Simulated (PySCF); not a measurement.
Computed properties of AlClH5NO2Si, SMILES [OH][Al]([OH])[NH][SiH2]Cl

AlClH5NO2Si, SMILES [SiH2](Cl)[NH][Al]([OH])[OH]. The structure is a stationary point at PBE0-D3(BJ)/def2-SVP. The structure was generated by enumeration; whether it is a known compound was not checked. Other conformers were not sampled. All values are computed for the isolated molecule unless a solvent is named; none is compared with measurement here.

**Structure.** All 27 harmonic modes at PBE0-D3(BJ)/def2-SVP (PySCF) are real, so it is a minimum. With heavy atoms numbered as in [SiH2:1]([Cl:2])[NH:3][Al:4]([OH:5])[OH:6], the shortest bond between them is Al4–O5 at 1.693 Å and the longest Si1–Cl2 at 2.083 Å.

**Vibrations.** The strongest infrared lines (harmonic, unscaled, degenerate partners summed) lie at 1135 cm⁻¹ (337 km/mol, H 53 %, N 40 %), 913 cm⁻¹ (310 km/mol, H 78 %, Si 16 %), 515 cm⁻¹ (220 km/mol, H 68 %, O 17 %). The softest mode is at 26 cm⁻¹ and the zero-point energy is 39.7 kcal/mol.

**Electronic structure.** r2SCAN/def2-TZVP (PySCF) places the frontier levels at -7.06 and -0.94 eV, a gap of 6.12 eV, and gives a dipole moment of 1.49 D and a mean polarisability of 71.6 bohr³. PBE/def2-TZVP (PySCF) at the same geometry gives -6.75 and -1.41 eV, so its gap is 0.78 eV narrower. An orbital gap is neither the optical nor the fundamental gap.

**Excitations.** TDDFT-CAM-B3LYP/def2-SVPD (PySCF) has S1 at 6.39 eV (194 nm, f = 0.014, weak); the most intense of the 10 singlets computed lies at 7.80 eV (f = 0.13). T1 (TDA) is at 6.08 eV. TDDFT-PBE/def2-SVPD (PySCF) puts S1 at 5.30 eV. No vertical singlet excitation falls in the visible range (under 3.1 eV).

**NMR.** GIAO shifts at KT2/pcSseg-1 (PySCF) (non-relativistic, atoms alike by connectivity averaged): ¹H from 1.4 to 5.6 ppm against TMS; ²⁹Si at -18.0 ppm against TMS. Without spin–orbit terms, shifts of atoms bonded to Cl or Br come out too high.
